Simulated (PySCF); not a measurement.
## `C=CP1(=O)CCC1`, C5H9OP

Geometry (Å), atoms numbered from 1 in this order:
```xyz
16

C     2.737   -0.480    0.665
C     1.511   -0.607    0.189
P     0.236    0.561    0.727
O     0.681    1.581    1.680
C    -1.328   -0.404    1.002
C    -1.729   -0.168   -0.467
C    -0.779    1.007   -0.763
H     2.958    0.313    1.363
H     3.547   -1.136    0.389
H     1.226   -1.377   -0.513
H    -1.964    0.147    1.695
H    -1.270   -1.441    1.321
H    -1.480   -1.033   -1.081
H    -2.784    0.061   -0.612
H    -0.317    1.011   -1.747
H    -1.253    1.974   -0.589
```

Computed, not measured: GIAO B97-2/pcSseg-1 magnetisability, rotational g tensor and spin-rotation constants, non-relativistic, gas phase (PySCF). Geometry: GFN2-xTB.

Task: What are the magnetisability and the molar susceptibility?

Result: Isotropic -1144 × 10⁻³⁰ J/T², or -68.9 × 10⁻⁶ cm³/mol; principal values -1318, -1141, -974 × 10⁻³⁰ J/T², anisotropy 298 × 10⁻³⁰ J/T² (root of half the summed squared differences of the principal values). The susceptibility is in cgs units.

Task: Split it along the inertial axes a, b, c into diamagnetic and paramagnetic parts about the centre of mass, with the quadrupole moment.

Result: 
```
axis  χ (10⁻⁶ cm³/mol)  diamagnetic (10⁻⁶ cm³/mol)  paramagnetic (10⁻⁶ cm³/mol)  summed x² of all electrons (Å²)  quadrupole Θ (D Å)
   a             -65.9                      -428.9                        362.9                            149.8               +7.26
   b             -61.4                      -802.3                        740.8                             61.8               -7.07
   c             -79.4                      -897.7                        818.3                             39.3               -0.19
```
Anisotropies 2χaa − χbb − χcc = +9.0 and 2χbb − χaa − χcc = +22.5 × 10⁻⁶ cm³/mol. Θ is traceless in Buckingham's convention.

Task: And the rotational g tensor?

Result: 
```
axis  rotational constant (GHz)        g  nuclear part  electronic part
   a                     3.7769  -0.0464        0.5976          -0.6440
   b                     1.7779  -0.0186        0.6002          -0.6188
   c                     1.5427  -0.0060        0.5870          -0.5931
```
Asymmetric top; isotopes 12C, 1H, 16O, 31P; no vibrational averaging.
